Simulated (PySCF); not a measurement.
A calculated (MN15, PySCF 2.14, cc-pVTZ, no relativity, point nucleus) atom or ion has these occupied shells.

```
shell  electrons  orbital energy (eV)  rms radius, mean of both spins (bohr)
 1s β          1              -5313.8                                 0.0777
 1s α          1              -5313.8                                 0.0777
 2s α          1              -591.93                                  0.341
 2s β          1              -591.46                                  0.341
 2p α          3              -509.13                                  0.305
 2p β          3              -508.50                                  0.305
 3s α          1              -75.052                                   1.05
 3s β          1              -72.902                                   1.05
 3p α          3              -51.526                                   1.12
 3p β          3              -48.440                                   1.12
 3d α          4              -12.383                                   1.73
```

(1) Name the element and its charge.

## Answers

(1) V⁺ (vanadium, charge +1), in [Ar] 3d4, high-spin 5D determinant.
